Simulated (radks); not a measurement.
Values are calculated unless marked as measured or tabulated.
Initial-state core-level shifts of neutral nickel when its valence configuration changes from [Ar] 3d8 4s2. Code: a radial shooting solver on a logarithmic mesh with Libxc functionals. Model: scalar-relativistic Kohn-Sham, r2SCAN, spin-polarised, spherical densities, finite nucleus; open shells are filled with parallel spins first; meta-GGA in the generalised Kohn-Sham scheme; Fermi nuclear charge, rms radius 3.7757 fm. Shifts are changes of the shell-averaged eigenvalues in eV (positive: less bound); the change of the density at the nucleus, which sets a Mossbauer isomer shift, is in e/bohr^3, on a base of 1.977e+04.

| valence | 1s | 2s | 2p | 3s | density at nucleus |
|---|---|---|---|---|---|
| 3d8 4s1 4p1 | -1.484 | -1.402 | -1.406 | -1.492 | -6.683 |
| 3d6 4s2 4p2 | -17.449 | -19.108 | -19.001 | -16.532 | +13.001 |
| 3d10 | +8.389 | +9.338 | +9.258 | +8.661 | -16.451 |
| 3d9 4s1 | +5.235 | +5.801 | +5.755 | +5.299 | -9.633 |
| 3d7 4s2 4p1 | -8.323 | -9.031 | -8.980 | -8.083 | +5.917 |
| 3d7 4s1 4p2 | -9.338 | -10.016 | -9.966 | -9.102 | -2.322 |
| 3d8 4p2 | -3.286 | -3.083 | -3.095 | -3.282 | -14.634 |
| 3d5 4s2 4p3 | -27.376 | -30.180 | -30.020 | -25.248 | +20.973 |
| 3d8 4s0.5 4p1.5 | -2.397 | -2.254 | -2.262 | -2.400 | -10.632 |
